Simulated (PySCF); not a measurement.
CH₈O₂Si₃. Atoms are numbered in the order given.

```xyz
14

C      2.5341    -0.7206    -1.0282
Si     1.2614    -0.1058     0.2039
O      0.6874     1.4358    -0.2452
Si    -1.0119     1.4804    -0.2940
Si    -0.9911    -0.8743     0.0640
O     -1.8152    -1.6279     1.3153
H      2.1000    -0.7944    -2.0373
H      3.3929    -0.0307    -1.0706
H      2.9060    -1.7160    -0.7348
H      1.8656    -0.0548     1.5708
H     -1.5621     2.3390     0.7985
H     -1.4782     2.0349    -1.5988
H     -1.2969    -1.6919    -1.1438
H     -1.7273    -1.2291     2.1893
```
Charge 0, spin multiplicity 1.

Geometry optimised at B3LYP-D3(BJ)/def2-SVP. The structure was generated by enumeration; whether it is a known compound was not checked. The values are those of a single conformer.

Calculation: PySCF with M06-2X/def2-TZVP.

ESP charges are fitted to the potential on shells at 1.4 to 2.0 van der Waals radii. Atomic charges (e):

```tsv
atom	Löwdin	meta-Löwdin	ESP fit	Mulliken
C1	-0.47	-0.60	-0.78	-0.55
Si2	?	0.76	0.54	0.36
O3	-0.06	-0.85	-0.40	-0.49
Si4	0.09	0.60	0.27	0.26
Si5	?	0.50	0.16	0.25
O6	-0.16	-0.75	-0.58	-0.56
H7	?	0.13	0.20	0.16
H8	?	0.13	0.23	0.16
H9	?	0.13	0.20	0.15
H10	-0.03	-0.12	-0.11	-0.03
H11	-0.04	-0.11	-0.06	-0.03
H12	-0.04	-0.10	-0.05	-0.02
H13	?	-0.08	-0.01	0.00
H14	?	0.35	0.40	0.33
```

Fill in the missing entries. (An estimate is asked for; the answer gives what the named calculation found.)


- Si2, Löwdin: 0.11
- Si5, Löwdin: 0.04
- H7, Löwdin: 0.13
- H8, Löwdin: 0.13
- H9, Löwdin: 0.13
- H13, Löwdin: -0.03
- H14, Löwdin: 0.18

Computed Mayer and Wiberg (Löwdin basis) orders of the bonds:
```tsv
bond	Mayer	Wiberg
C1–Si2	0.96	1.23
Si2–O3	1.03	1.44
O3–Si4	1.06	1.48
Si2–Si5	0.90	0.99
Si4–Si5	0.91	1.04
Si5–O6	1.10	1.66
C1–H7	0.94	0.90
C1–H8	0.94	0.90
C1–H9	0.94	0.90
Si2–H10	0.95	0.91
Si4–H11	0.94	0.95
Si4–H12	0.94	0.95
Si5–H13	0.94	0.92
O6–H14	0.87	1.02
```
